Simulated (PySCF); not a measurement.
C₂H₈OSi₂, SMILES C[Si@@H]1[SiH2]OC1.

Geometry optimised at TPSSh-D3(BJ)/def2-SVP. The structure was generated by enumeration; whether it is a known compound was not checked.

These are ωB97X/def2-TZVP run with PySCF values and carry that method's errors.

Question: Estimate the frontier levels, gap, dipole moment and polarisability. (Estimate from the structure and the level; the computed values follow.)

Answer: 
```
Quantity                                                                                                        Value
---------------------------------------------------------------------------------------------  ----------------------
highest occupied level                                                                                       -9.71 eV
lowest empty level                                                                                            1.72 eV
orbital gap                                                                                                  11.42 eV
dipole moment                                                                                               0.461 e·Å
quadrupole, principal values (traceless, Buckingham form, about the centre of nuclear charge)   -4.43, 0.52, 3.91 D·Å
mean static polarisability                                                                      79.3 bohr³ (11.75 Å³)
polarisability, principal values                                                               70.7, 74.9, 92.4 bohr³
```
